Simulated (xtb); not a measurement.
xtb input (GFN2-xTB):

```bash
xtb mol.xyz --gfn 2 --ohess tight --chrg -1 --uhf 0
```
mol.xyz:
```
7

Si     0.65672331     0.05218447    -0.13800784
F      1.17394822     1.55301779    -0.70888462
F      1.21515679    -1.14982497    -1.23667410
F      1.31970336    -0.29694597     1.33411114
C     -1.23667117     0.00376853    -0.08068602
H     -1.52635355     0.83005885     0.57707960
H     -1.53716714    -0.94486831     0.26921639
```

Output:

```
           -------------------------------------------------
          |                Calculation Setup                |
           -------------------------------------------------

           -------------------------------------------------
          |                 G F N 2 - x T B                 |
           -------------------------------------------------

        Reference                      10.1021/acs.jctc.8b01176
      * Hamiltonian:
        H0-scaling (s, p, d)           1.850000    2.230000    2.230000
        zeta-weighting                 0.500000
      * Dispersion:
        s8                             2.700000
        a1                             0.520000
        a2                             5.000000
        s9                             5.000000
      * Repulsion:
        kExp                           1.500000    1.000000
        rExp                           1.000000
      * Coulomb:
        alpha                          2.000000
        third order                    shell-resolved
        anisotropic                    true
        a3                             3.000000
        a5                             4.000000
        cn-shift                       1.200000
        cn-exp                         4.000000
        max-rad                        5.000000

          ...................................................
          :                      SETUP                      :
          :.................................................:
          :  # basis functions                  28          :
          :  # atomic orbitals                  27          :
          :  # shells                           13          :
          :  # electrons                        32          :
          :  max. iterations                   250          :
          :  Hamiltonian                  GFN2-xTB          :
          :  restarted?                      false          :
          :  GBSA solvation                  false          :
          :  PC potential                    false          :
          :  electronic temp.          300.0000000     K    :
          :  accuracy                    1.0000000          :
          :  -> integral cutoff          0.2500000E+02      :
          :  -> integral neglect         0.1000000E-07      :
          :  -> SCF convergence          0.1000000E-05 Eh   :
          :  -> wf. convergence          0.1000000E-03 e    :
          :  Broyden damping             0.4000000          :
          :  net charge                         -1          :
          :  unpaired electrons                  0          :
          ...................................................

 iter      E             dE          RMSdq      gap      omega  full diag
   1    -19.3206010 -0.193206E+02  0.683E+00    7.13       0.0  T
   2    -19.4172507 -0.966497E-01  0.841E+00    3.50       1.0  T
   3    -19.4512055 -0.339548E-01  0.631E+00    4.00       1.0  T
   4    -19.3860113  0.651942E-01  0.494E+00    2.98       1.0  T
   5    -19.4593969 -0.733856E-01  0.929E-01    4.28       1.0  T
   6    -19.4594372 -0.402528E-04  0.350E-01    4.29       1.0  T
[...]

 * 5 selected distances

     #   Z          #   Z                                           value/Å
     1  14 Si       2   9 F                                       1.6359207
     1  14 Si       3   9 F                                       1.6360116
     1  14 Si       5   6 C                                       1.7787597 (max)
     5   6 C        6   1 H                                       1.0906584 (min)
     5   6 C        7   1 H                                       1.0908476

 * 3 distinct bonds (by element types)

   Z      Z             #   av. dist./Å        max./Å        min./Å
   1 H    6 C           2     1.0907530     1.0908476     1.0906584
   6 C   14 Si          1     1.7787597     1.7787597     1.7787597
   9 F   14 Si          2     1.6359661     1.6360116     1.6359207
Molecule has the following symmetry elements: (sigma)
It seems to be the Cs point group

           -------------------------------------------------
          |               Frequency Printout                |
           -------------------------------------------------
 projected vibrational frequencies (cm⁻¹)
eigval :       -0.00    -0.00    -0.00     0.00     0.00     0.00
eigval :      175.63   188.36   230.51   272.15   279.67   317.56
eigval :      606.10   646.27   689.66   725.79   893.27  1059.63
eigval :     1494.73  2923.96  2930.49
 reduced masses (amu)
   1: 16.24   2: 20.13   3: 19.29   4: 19.36   5: 17.43   6: 17.38   7: 16.81   8: 11.09
   9:  9.80  10: 19.74  11: 15.62  12: 19.72  13: 19.44  14:  4.44  15: 20.80  16: 21.36
  17:  5.11  18: 17.07  19:  2.93  20:  2.01  21:  1.54
 IR intensities (km·mol⁻¹)
   1:  6.42   2:  4.66   3:  4.00   4:  5.05   5:  1.69   6:  9.56   7:  2.89   8:  0.05
   9: 39.17  10: 63.66  11:  9.84  12: 52.62  13:144.50  14:121.28  15:180.46  16:204.92
  17:113.31  18:325.65  19:  3.99  20:217.80  21:141.48
 Raman intensities (Ä⁴*amu⁻¹)
   1:  0.00   2:  0.00   3:  0.00   4:  0.00   5:  0.00   6:  0.00   7:  0.00   8:  0.00
   9:  0.00  10:  0.00  11:  0.00  12:  0.00  13:  0.00  14:  0.00  15:  0.00  16:  0.00
  17:  0.00  18:  0.00  19:  0.00  20:  0.00  21:  0.00
 output can be read by thermo (or use thermo option).
 writing <g98.out> molden fake output.
 recommended (thermochemical) frequency scaling factor: 1.0
           -------------------------------------------------
          |             Thermodynamic Functions             |
           -------------------------------------------------

cs  symmetry found (for desy threshold:  0.10E+00) used in thermo

          ...................................................
          :                      SETUP                      :
          :.................................................:
          :  # frequencies                          15      :
          :  # imaginary freq.                       0      :
          :  linear?                             false      :
          :  only rotor calc.                    false      :
          :  symmetry                               cs      :
          :  rotational number                       1      :
          :  scaling factor                  1.0000000      :
          :  rotor cutoff                   50.0000000 cm⁻¹ :
          :  imag. cutoff                  -20.0000000 cm⁻¹ :
          :.................................................:

    mode    ω/cm⁻¹     T·S(HO)/kcal·mol⁻¹    T·S(FR)/kcal·mol⁻¹   T·S(vib)
   ------------------------------------------------------------------------
       1    175.63    -0.70790 ( 99.35%)    -0.68414 (  0.65%)    -0.70775
       2    188.36    -0.66902 ( 99.51%)    -0.66344 (  0.49%)    -0.66899
       3    230.51    -0.55902 ( 99.78%)    -0.60365 (  0.22%)    -0.55912
       4    272.15    -0.47182 ( 99.89%)    -0.55448 (  0.11%)    -0.47192
       5    279.67    -0.45786 ( 99.90%)    -0.54641 (  0.10%)    -0.45795
   ------------------------------------------------------------------------

   temp. (K)  partition function   enthalpy   heat capacity  entropy
                                   cal/mol     cal/K/mol   cal/K/mol   J/K/mol
 298.15  VIB   12.4                 2256.986     15.072     12.575
         ROT  0.116E+06              888.752      2.981     26.159
         INT  0.144E+07             3145.738     18.053     38.734
         TR   0.955E+27             1481.254      4.968     39.673
         TOT                        4626.9919    23.0209    78.4077   328.0580

       T/K    H(0)-H(T)+PV         H(T)/Eh          T*S/Eh         G(T)/Eh
   ------------------------------------------------------------------------
    298.15    0.737358E-02    0.379780E-01    0.372540E-01    0.723986E-03
   ------------------------------------------------------------------------

         :::::::::::::::::::::::::::::::::::::::::::::::::::::
         ::                  THERMODYNAMIC                  ::
         :::::::::::::::::::::::::::::::::::::::::::::::::::::
         :: total free energy         -19.425702465529 Eh   ::
Note: The following floating-point exceptions are signalling: IEEE_UNDERFLOW_FLAG IEEE_DENORMAL
normal termination of xtb
         ::.................................................::
         :: total energy              -19.426426451072 Eh   ::
         :: zero point energy           0.030604449724 Eh   ::
         :: G(RRHO) w/o ZPVE           -0.029880464182 Eh   ::
         :: G(RRHO) contrib.            0.000723985543 Eh   ::
         :::::::::::::::::::::::::::::::::::::::::::::::::::::

optimized geometry written to: xtbopt.xyz

           -------------------------------------------------
          | TOTAL ENERGY              -19.426426451072 Eh   |
          | TOTAL ENTHALPY            -19.388448420369 Eh   |
          | TOTAL FREE ENERGY         -19.425702465529 Eh   |
          | GRADIENT NORM               0.000201906696 Eh/α |
          | HOMO-LUMO GAP               5.035861186548 eV   |
           -------------------------------------------------

------------------------------------------------------------------------
------------------------------------------------------------------------
 total:
 SCF:
 ANC optimizer:
 analytical hessian:
```

It need not be the lowest isomer of its formula. Whether it binds its extra electron was not tested at this geometry.
